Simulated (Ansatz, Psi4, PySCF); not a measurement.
Br2, charge -1, doublet, geometry from GFN2-xTB (a state made from the parent by changing its charge; the spin is typed, not shown lowest). Base run: WB97M-V/6-31G* in PySCF.

Geometry (Å):
```xyz
2

Br     0.0000     0.0000    -1.5208
Br     0.0000     0.0000     1.5208
```
Charge -1, spin multiplicity 2.
Orbitals are unrestricted.
All else is at PySCF's defaults.

The same geometry, method and basis name were run in Ansatz (an electronic-structure program) and Psi4 and PySCF, at each program's defaults and at the settings that a row names. The base is PySCF at its defaults. Differences at the defaults can come from grids, fitting, cores and function types together.

| code and settings | ΔE vs base (mEh) | basis functions | E (Eh) | SCF cycles |
|---|---|---|---|---|
| PySCF, defaults (exact integrals, its default grid, spherical functions) | 0.000 | 64 | -5147.48753 | 8 |
| Psi4, defaults (density fitting with its default set, its default grid, Cartesian functions) | 189.5 | 70 | -5147.29801 | 8 |
| Ansatz, defaults (factorised integrals, its default grid, Cartesian functions) | -12.247 | 70 | -5147.49977 | - |
| PySCF, density fitting with def2-universal-jkfit | -0.043 | 64 | -5147.48757 | 8 |
| PySCF, fine grid | 0.002 | 64 | -5147.48753 | 8 |
| Psi4, exact integrals, spherical functions, fine grid | -0.003 | 64 | -5147.48753 | 10 |
| Ansatz, high accuracy, Cartesian functions as the basis file defines them | -12.249 | 70 | -5147.49978 | - |

Open shells are given as the SCF converged; they aren't shown to be the lowest states, and a large step between rows can be another state.
